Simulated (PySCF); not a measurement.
```xyz
4
charge 0 multiplicity 2, angstrom
Si    0.0000    0.0000   -0.3807
F     1.4835    0.0000    0.1871
F    -0.7417    1.2847    0.1871
F    -0.7417   -1.2847    0.1871
```

Computed with UB3LYP/[Si def2-TZVP, F def2-TZVP], no relativity, density fitting, PySCF.

This geometry of SiF₃ is a stationary point at this level.

(1) What is the point group?

(2) Is it a minimum?

(3) Give the ideal-gas entropy at 298.15 K and 1 bar by parts.

(4) What is the atomisation energy, with and without zero-point energy?

Answers

(1) C3v.

(2) Yes: all harmonic wavenumbers are real.

(3) translation 164.3, rotation 94.7, vibration 18.7, spin 5.8; total 283.4 J/(mol K).

(4) 1655 kJ/mol without, 1633 kJ/mol with.

Only a few start shapes were tried, so a lower isomer may exist.
